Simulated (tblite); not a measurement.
Input of a run (GFN2-xTB geometry optimisation, gas phase (tblite 0.8.0)), started from a force field or distance geometry:
```
{"job": {"kind": "relax", "xc": "GFN2-xTB", "basis": "xTB"}, "charge": 0, "multiplicity": 1}
C      2.729300     0.922600     1.376600
C      2.188000     0.528100     0.366500
C      1.562200     0.029200    -0.851900
C      0.367500    -0.870800    -0.574800
O      0.494500    -2.100800    -0.695500
N     -0.841300    -0.305300    -0.172600
C     -1.964400    -1.171500     0.118100
C     -1.053400     1.119600     0.067900
H      3.198200     1.270500     2.268400
H      1.236800     0.854900    -1.500600
H      2.279200    -0.547900    -1.437000
H     -2.218500    -1.082400     1.184600
H     -2.825400    -0.855900    -0.472300
H     -1.749300    -2.225000    -0.098600
H     -0.223600     1.748600    -0.236000
H     -1.946100     1.429700    -0.488000
H     -1.240700     1.268400     1.135300
```

Output (eV, eV/Å):
```
step      E/eV     max force
  0    -662.81548    1.963
  1    -662.85408    3.069
  2    -662.89038    2.305
  3    -662.91548    1.225
  4    -662.93303    0.297
  5    -662.94230    0.290
  6    -662.95153    0.303
  7    -662.95548    0.142
  8    -662.95876    0.163
  9    -662.96062    0.119
 10    -662.96139    0.076
 11    -662.96196    0.065
 12    -662.96269    0.103
 13    -662.96352    0.111
 14    -662.96422    0.083
 15    -662.96477    0.079
 16    -662.96538    0.083
 17    -662.96623    0.125
 18    -662.96732    0.128
 19    -662.96842    0.097
 20    -662.96937    0.086
 21    -662.97021    0.097
 22    -662.97104    0.092
 23    -662.97192    0.090
 24    -662.97294    0.090
 25    -662.97418    0.131
 26    -662.97560    0.151
 27    -662.97693    0.128
 28    -662.97798    0.088
 29    -662.97882    0.078
 30    -662.97971    0.082
 31    -662.98083    0.084
 32    -662.98206    0.091
 33    -662.98312    0.076
 34    -662.98391    0.076
 35    -662.98457    0.071
 36    -662.98512    0.065
 37    -662.98550    0.065
 38    -662.98581    0.047
 39    -662.98612    0.043
 40    -662.98644    0.041
 41    -662.98668    0.032
 42    -662.98681    0.031
 43    -662.98691    0.030
 44    -662.98700    0.031
 45    -662.98711    0.031
 46    -662.98722    0.033
 47    -662.98735    0.032
 48    -662.98749    0.030
 49    -662.98761    0.030
 50    -662.98770    0.031
 51    -662.98778    0.029
 52    -662.98786    0.023
 53    -662.98798    0.029
 54    -662.98810    0.034
 55    -662.98819    0.025
 56    -662.98826    0.018
 57    -662.98830    0.014
 58    -662.98833    0.014
 59    -662.98836    0.012
 60    -662.98838    0.013
 61    -662.98840    0.016
 62    -662.98844    0.018
 63    -662.98850    0.027
 64    -662.98855    0.030
 65    -662.98860    0.024
 66    -662.98865    0.020
 67    -662.98870    0.021
 68    -662.98874    0.013
 69    -662.98877    0.015
 70    -662.98880    0.013
 71    -662.98883    0.018
 72    -662.98887    0.018
 73    -662.98892    0.019
 74    -662.98897    0.018
 75    -662.98901    0.018
 76    -662.98908    0.020
 77    -662.98919    0.027
 78    -662.98934    0.028
 79    -662.98950    0.028
 80    -662.98961    0.025
 81    -662.98971    0.022
 82    -662.98982    0.021
 83    -662.98991    0.019
 84    -662.98996    0.014
 85    -662.98998    0.011
 86    -662.98999    0.009
```

**Question.** Summarise the run.

**Answer.** The energy falls by 16.8 kJ/mol over 86 L-BFGS steps, the largest force on an atom goes from 1.96 to 0.009 eV/Å, and the atoms move by 0.184 Å rms after alignment. The bond that changes most is C4–N6 (amide carbonyl carbon to amide nitrogen), which shortens by 0.043 Å. Bonds longer at the end by more than 0.005 Å: 1 of 16; shorter: 9. Among the angles that change most is N6–C7–H14, from 112.5° to 108.3°. Among the dihedrals that turn most is C4–N6–C8–H15, from 9° to -9°. The energy never rose by more than 1e-5 eV on the way. The first step brought 22 % of the lowering.

**Question.** What are the final bond lengths?

**Answer.** C1≡C2 1.197 Å, C2–C3 1.447 Å, C3–C4 1.531 Å, C4=O5 1.216 Å, C4–N6 1.351 Å, N6–C7 1.446 Å, N6–C8 1.441 Å, C1–H9 1.049 Å, C3–H10 1.094 Å, C3–H11 1.093 Å, C7–H12 1.093 Å, C7–H13 1.093 Å, C7–H14 1.088 Å, C8–H15 1.084 Å, C8–H16 1.095 Å, C8–H17 1.093 Å. Numbering counts from 1 in the input's order; the species is `C#CCC(=O)N(C)C`.

On one thread, AMD EPYC (x86_64), shared host, this took 1.5 s.

GFN2-xTB frequencies show an imaginary mode (57i cm⁻¹), so the point is no minimum at that level. 2 starts were optimised and ended at 0.00 and 2.39 kcal/mol (GFN2-xTB); the lowest of these is shown.

The numbers are calculated, not measured.
